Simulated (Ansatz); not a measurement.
Mulliken charges of BH₄NOSi (`N[SiH]1BO1`) from r2SCAN/def2-TZVPP in Ansatz (PBE0-D4/def2-TZVP geometry).

| atom | x (Å) | y (Å) | z (Å) | charge (e) |
| --- | --- | --- | --- | --- |
| N1 | -0.995 | 1.113 | 0.227 | -0.449 |
| Si2 | 0.460 | 0.251 | 0.136 | 0.414 |
| B3 | 0.786 | -1.321 | -0.859 | 0.057 |
| O4 | 0.440 | -1.474 | 0.434 | -0.283 |
| H5 | -1.261 | 1.646 | 1.038 | 0.167 |
| H6 | -1.755 | 0.977 | -0.416 | 0.169 |
| H7 | 1.402 | 0.889 | 1.079 | -0.077 |
| H8 | 1.016 | -2.139 | -1.695 | 0.002 |

By hand: the dipole of these point charges (1 e Å = 4.8032 D).

Σ q r = (-0.056, 0.313, -0.201) e Å, of length 0.376 e Å = 1.81 D.

How does the dipole of the full density compare? (Estimate.)

The calculation gave: (-0.292, 0.353, 0.003) e Å, 2.20 D; the point charges give 0.82 times that, at 43° from its direction.

Point charges leave out the atoms' own dipoles, such as those of lone pairs, and Mulliken's split depends on the basis, so the two needn't agree.
